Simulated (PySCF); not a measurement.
diboron tetrachloride (B2Cl4), singlet, geometry from GFN2-xTB; B3LYP/STO-3G run with PySCF.

Input for PySCF:
```python
from pyscf import gto, scf, dft

mol = gto.M(
    atom='''
Cl   -1.722311   -1.208074    0.892045
B    -0.845317   -0.078522   -0.064679
Cl   -1.759808    0.884616   -1.158478
B     0.845317    0.078522    0.064679
Cl    1.915102   -0.854763   -0.907361
Cl    1.567017    1.178221    1.173795
''',
    basis='sto-3g',
    charge=0,
    spin=0,
    verbose=4,
)

mf = dft.RKS(mol)
mf.xc = 'b3lyp'
mf.DIIS = scf.EDIIS
mf.kernel()
```

It wrote (shortened):

```
PySCF version 2.14.0

[INPUT] verbose = 4
[INPUT] num. atoms = 6
[INPUT] num. electrons = 78
[INPUT] charge = 0
[INPUT] spin (= nelec alpha-beta = 2S) = 0
[INPUT] symmetry False subgroup None
[INPUT] Mole.unit = angstrom
[INPUT] Symbol           X                Y                Z      unit          X                Y                Z       unit  Magmom
[...]
nuclear repulsion = 427.099237800812
number of shells = 26
number of NR pGTOs = 138
number of NR cGTOs = 46
basis = sto-3g
ecp = {}

******** <class 'pyscf.dft.rks.RKS'> ********
method = RKS
initial guess = minao
damping factor = 0
level_shift factor = 0
DIIS = <class 'pyscf.scf.diis.EDIIS'>
diis_start_cycle = 1
diis_space = 8
diis_damp = 0
SCF conv_tol = 1e-09
SCF conv_tol_grad = None
SCF max_cycles = 50
direct_scf = True
direct_scf_tol = 1e-13
XC library pyscf.dft.libxc version 7.1.2
    S. Lehtola, C. Steigemann, M. J. T. Oliveira, and M. A. L. Marques,  SoftwareX 7, 1–5 (2018)
XC functionals = b3lyp
    P. J. Stephens, F. J. Devlin, C. F. Chabalowski, and M. J. Frisch,  J. Phys. Chem. 98, 11623 (1994)
radial grids:
    Treutler-Ahlrichs [JCP 102, 346 (1995); DOI:10.1063/1.469408] (M4) radial grids

becke partition: Becke, JCP 88, 2547 (1988); DOI:10.1063/1.454033
pruning grids: <function nwchem_prune>
grids dens level: 3
symmetrized grids: False
atomic radii adjust function: <function treutler_atomic_radii_adjust>
small_rho_cutoff = 0
Set gradient conv threshold to 3.16228e-05
Initial guess from minao.
tot grids = 103616
init E= -1869.5848931845
[...]
cycle= 1 E= -1869.85515336855  delta_E= -0.27  |g|= 0.502  |ddm|= 3.43
[...]
cycle= 2 E= -1869.70952761002  delta_E= 0.146  |g|= 0.86  |ddm|= 2.13
[...]
cycle= 3 E= -1869.95921311577  delta_E= -0.25  |g|= 0.134  |ddm|= 1.47
[...]
cycle= 4 E= -1869.95921330762  delta_E= -1.92e-07  |g|= 0.134  |ddm|= 3e-06
[...]
cycle= 5 E= -1869.95921327325  delta_E= 3.44e-08  |g|= 0.134  |ddm|= 5.37e-07
[...]
cycle= 6 E= -1869.95921328375  delta_E= -1.05e-08  |g|= 0.134  |ddm|= 1.64e-07
[...]
cycle= 7 E= -1869.95921328291  delta_E= 8.41e-10  |g|= 0.134  |ddm|= 1.31e-08
[...]
cycle= 8 E= -1869.95921328324  delta_E= -3.35e-10  |g|= 0.134  |ddm|= 5.24e-09
[...]
cycle= 9 E= -1869.95921328379  delta_E= -5.5e-10  |g|= 0.134  |ddm|= 8.57e-09
[...]
cycle= 10 E= -1869.94085359522  delta_E= 0.0184  |g|= 0.25  |ddm|= 0.201
[...]
cycle= 11 E= -1869.95306509436  delta_E= -0.0122  |g|= 0.188  |ddm|= 0.714
[...]
cycle= 12 E= -1869.96614352182  delta_E= -0.0131  |g|= 0.0221  |ddm|= 0.259
[...]
cycle= 13 E= -1869.96614352468  delta_E= -2.86e-09  |g|= 0.0221  |ddm|= 2.67e-07
[...]
cycle= 14 E= -1869.96614352564  delta_E= -9.57e-10  |g|= 0.0221  |ddm|= 8.98e-08
[...]
cycle= 15 E= -1869.96614352521  delta_E= 4.34e-10  |g|= 0.0221  |ddm|= 4.04e-08
[...]
cycle= 16 E= -1869.96614352573  delta_E= -5.18e-10  |g|= 0.0221  |ddm|= 4.83e-08
[...]
cycle= 17 E= -1869.96614351477  delta_E= 1.1e-08  |g|= 0.0221  |ddm|= 1.02e-06
[...]
cycle= 18 E= -1869.96614352236  delta_E= -7.59e-09  |g|= 0.0221  |ddm|= 7.1e-07
[...]
cycle= 19 E= -1869.9640983273  delta_E= 0.00205  |g|= 0.0754  |ddm|= 0.159
[...]
cycle= 20 E= -1869.96618721995  delta_E= -0.00209  |g|= 0.0195  |ddm|= 0.154
[...]
cycle= 21 E= -1869.9661872199  delta_E= 5.68e-11  |g|= 0.0195  |ddm|= 6.34e-09
[...]
cycle= 22 E= -1869.96618722  delta_E= -1.06e-10  |g|= 0.0195  |ddm|= 1.16e-08
[...]
cycle= 23 E= -1869.96618722024  delta_E= -2.33e-10  |g|= 0.0195  |ddm|= 2.49e-08
[...]
cycle= 24 E= -1869.96618722058  delta_E= -3.46e-10  |g|= 0.0195  |ddm|= 3.69e-08
[...]
cycle= 25 E= -1869.96618722108  delta_E= -5.01e-10  |g|= 0.0195  |ddm|= 5.32e-08
[...]
cycle= 26 E= -1869.96618722025  delta_E= 8.29e-10  |g|= 0.0195  |ddm|= 8.84e-08
[...]
cycle= 27 E= -1869.96617178856  delta_E= 1.54e-05  |g|= 0.0205  |ddm|= 0.00161
[...]
cycle= 28 E= -1869.96608533133  delta_E= 8.65e-05  |g|= 0.0253  |ddm|= 0.0739
[...]
cycle= 29 E= -1869.96633328983  delta_E= -0.000248  |g|= 0.00174  |ddm|= 0.0437
[...]
cycle= 30 E= -1869.96633328895  delta_E= 8.76e-10  |g|= 0.00174  |ddm|= 1.05e-06
[...]
cycle= 31 E= -1869.9663332893  delta_E= -3.51e-10  |g|= 0.00174  |ddm|= 4.16e-07
[...]
cycle= 32 E= -1869.96633328922  delta_E= 8.28e-11  |g|= 0.00174  |ddm|= 9.57e-08
[...]
cycle= 33 E= -1869.96633328913  delta_E= 9.05e-11  |g|= 0.00174  |ddm|= 1.1e-07
[...]
cycle= 34 E= -1869.96633328913  delta_E= 3.18e-12  |g|= 0.00174  |ddm|= 2.91e-09
[...]
cycle= 35 E= -1869.96633328908  delta_E= 4.55e-11  |g|= 0.00174  |ddm|= 5.2e-08
[...]
cycle= 36 E= -1869.96630562137  delta_E= 2.77e-05  |g|= 0.00863  |ddm|= 0.0111
[...]
cycle= 37 E= -1869.96632888953  delta_E= -2.33e-05  |g|= 0.00379  |ddm|= 0.02
[...]
cycle= 38 E= -1869.9663332448  delta_E= -4.36e-06  |g|= 0.00177  |ddm|= 0.00326
[...]
cycle= 39 E= -1869.96633324439  delta_E= 4.02e-10  |g|= 0.00177  |ddm|= 4.7e-07
[...]
cycle= 40 E= -1869.9663332445  delta_E= -1.09e-10  |g|= 0.00177  |ddm|= 1.26e-07
[...]
cycle= 41 E= -1869.96633324425  delta_E= 2.57e-10  |g|= 0.00177  |ddm|= 3e-07
[...]
cycle= 42 E= -1869.96633324501  delta_E= -7.67e-10  |g|= 0.00177  |ddm|= 9.04e-07
[...]
cycle= 43 E= -1869.96633324517  delta_E= -1.56e-10  |g|= 0.00177  |ddm|= 1.78e-07
[...]
cycle= 44 E= -1869.9663332449  delta_E= 2.64e-10  |g|= 0.00177  |ddm|= 3.1e-07
[...]
cycle= 45 E= -1869.96633237556  delta_E= 8.69e-07  |g|= 0.00232  |ddm|= 0.0066
[...]
cycle= 46 E= -1869.9663344452  delta_E= -2.07e-06  |g|= 0.000201  |ddm|= 0.00406
[...]
cycle= 47 E= -1869.96633444524  delta_E= -4.68e-11  |g|= 0.000201  |ddm|= 5.22e-07
[...]
cycle= 48 E= -1869.96633444517  delta_E= 7.69e-11  |g|= 0.000201  |ddm|= 7.89e-07
[...]
cycle= 49 E= -1869.96633444512  delta_E= 4.68e-11  |g|= 0.000201  |ddm|= 4.8e-07
[...]
cycle= 50 E= -1869.96633444533  delta_E= -2.07e-10  |g|= 0.0002  |ddm|= 2.13e-06
SCF not converged.
SCF energy = -1869.96633444533
```

Convergence was not reached.
